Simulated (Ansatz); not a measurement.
Basis-set extrapolation for CH₇FO₂Si₂ (`O[SiH](O)C[SiH2]F`) (PBE0-D4/def2-TZVP geometry, frozen core, Ansatz 0.2.0). Multiplicity 1, RHF reference.

|  | def2-TZVPP | def2-QZVPP |
| --- | --- | --- |
| HF | -869.328455 | -869.361187 |
| MP2 correlation | -1.148910 | -1.243600 |
| CCSD(T) correlation | -1.229043 | not run |

Energies in hartree. Use E(X) = E(∞) + A·exp(−7.88·√X) for Hartree–Fock and E(X) = E(∞) + B·X^(−2.97) for correlation, with X = 3 and 4, and add CCSD(T) minus MP2 of the smaller set to the MP2 limit.

Problem. What is the CCSD(T) energy at the basis-set limit?

Solution. HF limit: -869.361187 + (-0.032732) × 0.13774 = -869.36570. MP2 limit: -1.243600 + (-0.094690) × 0.74074 = -1.31374. Higher-order term: -1.229043 − (-1.148910) = -0.08013. Total: -870.75957 hartree, 530.5 kJ/mol below CCSD(T)/def2-TZVPP.
